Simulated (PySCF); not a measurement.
Cartesian coordinates in Å; atom numbers follow the order of the lines, from 1:
```xyz
17

O     3.8166   -1.4059   -1.1916
C     3.3139   -0.6041   -0.4825
F     4.1080    0.2241    0.2727
C     1.9195   -0.3024   -0.2371
C     1.3553    0.6365    0.5900
C    -0.0478    0.4962    0.4407
C    -1.1674    1.1304    0.9866
C    -2.4107    0.7037    0.5846
C    -2.5639   -0.3339   -0.3435
C    -1.4782   -0.9774   -0.8984
C    -0.2195   -0.5506   -0.4956
O     0.9736   -1.0250   -0.8980
H     1.8825    1.3278    1.2153
H    -1.0485    1.9298    1.7010
H    -3.2933    1.1749    0.9896
H    -3.5597   -0.6356   -0.6306
H    -1.5876   -1.7765   -1.6132
```

No solvent model, non-relativistic, single conformer. NMR shieldings at PBE0/pcSseg-1/GIAO; structure optimised with GFN2-xTB; PySCF.

Chemical shifts δ = σref − σ; ¹³C (σ = 186.93 ppm), ¹H (σ = 31.72 ppm) vs TMS; ¹⁷O (σ = 336.08 ppm) against H2O; CFCl3 for ¹⁹F (σ = 170.95 ppm), all at this level.

```tsv
atoms	nucleus	count	Hirshfeld charge	δ (ppm)
O1	¹⁷O	1	-0.22	?
C10	¹³C	1	-0.05	118.2
O12	¹⁷O	1	-0.06	262.3
C11	¹³C	1	0.08	163.8
C9	¹³C	1	-0.04	134.8
C6	¹³C	1	-0.03	133.0
H15	¹H	1	0.05	7.73
C7	¹³C	1	-0.04	129.6
F3	¹⁹F	1	-0.10	?
H17	¹H	1	0.06	7.91
H13	¹H	1	0.07	8.05
C4	¹³C	1	0.04	146.9
C5	¹³C	1	-0.05	129.3
H14	¹H	1	0.06	8.21
C8	¹³C	1	-0.05	?
H16	¹H	1	0.06	?
C2	¹³C	1	0.22	?
```

Question: Estimate the values marked ?.

Answer: 
- C2: 156.9 ppm, carbonyl carbon
- C8: 129.6 ppm, aromatic CH; the aromatic region
- H16: 7.94 ppm, hydrogen on an aromatic CH; aromatic region
- O1: 434.1 ppm, carbonyl oxygen
- F3: 23.0 ppm, fluorine bonded to C

Shifts are as computed. Against solution values, carbons near 30 ppm lie about +3 ppm off and those near 130 ppm about +5 ppm. Of 1211 compounds with measured shifts, 218 miss one by over three times the rms of a fit or turn the order of signals round; such compounds aren't used in these exercises. Unscaled 19F shifts against computed CFCl3 carry errors that often reach 10 to 50 ppm. Unscaled 17O shifts of doubly bonded oxygen tend to come out too high, by tens of ppm or more. Experimental scales use liquid or dissolved standards, which lie at an offset from isolated H2O (liquid H2O: subtract about 36 ppm).
